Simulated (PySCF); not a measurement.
Compound: AlBr2H4N.
Bonds: N1–Al2, Al2–Br3, Al2–Br4. Hydrogens: H5, H6, H7 on N1; H8 on Al2.

Method: PBE0-D3(BJ)/def2-SVP geometry optimisation, gas phase (PySCF); density fitting, grid level 1; the optimiser is geomeTRIC in internal coordinates, started from a GFN2-xTB structure with every atom displaced at random (about 0.01 Å).

Step 0: E = -148208.6455 eV
```
atom  x, y, z in Å  |  force x, y, z in eV/Å
N1     -1.0175   -0.0540   -0.0346    0.034   1.493  -0.466
Al2     1.0552    0.0229    0.1677   -0.573  -0.058  -0.308
Br3     1.4338    2.0212   -0.8393    0.048   0.157  -0.327
Br4     1.6089   -1.9513   -0.8064    0.064  -0.172  -0.277
H5     -1.4615    0.7892    0.3792    0.403  -0.485  -0.158
H6     -1.4388   -0.8458    0.4135   -0.289  -0.808   0.370
H7     -1.3258   -0.0506   -1.0173    0.202  -0.141   0.247
H8      1.2008    0.0493    1.6848    0.111   0.014   0.920
```

Question: Estimate the geometry and energy of step 1. (The exact step hangs on the optimiser's Hessian estimate; all steps are aligned on step 0, rigid shifts and turns removed.)

Answer: E = -148208.7327 eV, largest force 0.343 eV/Å
```
atom  x, y, z in Å  |  force x, y, z in eV/Å
N1     -1.0031   -0.0314   -0.0134   -0.204  -0.231   0.150
Al2     1.0011    0.0200    0.2358    0.139   0.033   0.072
Br3     1.3993    1.9480   -0.9425   -0.025   0.035   0.059
Br4     1.5804   -1.8779   -0.9105   -0.068  -0.047  -0.006
H5     -1.4607    0.8001    0.3668    0.030   0.024  -0.009
H6     -1.4452   -0.8555    0.4137    0.132   0.177  -0.107
H7     -1.2067   -0.0600   -1.0138   -0.026   0.003  -0.079
H8      1.1899    0.0376    1.8116    0.023   0.006  -0.080
```

The energy changes by -0.0872 eV. The first-order estimate −F·Δx gives -0.2175 eV and the mean of the old and new forces, exact on a quadratic surface, -0.0926 eV. The step makes an angle of 70° with the force vector and moves no atom by more than 0.131 Å.

What follows is the cost of the whole optimisation. Time: 43 s of wall time; peak memory 0.48 GiB. Hardware: Arm Neoverse V2, one thread, on a shared host.
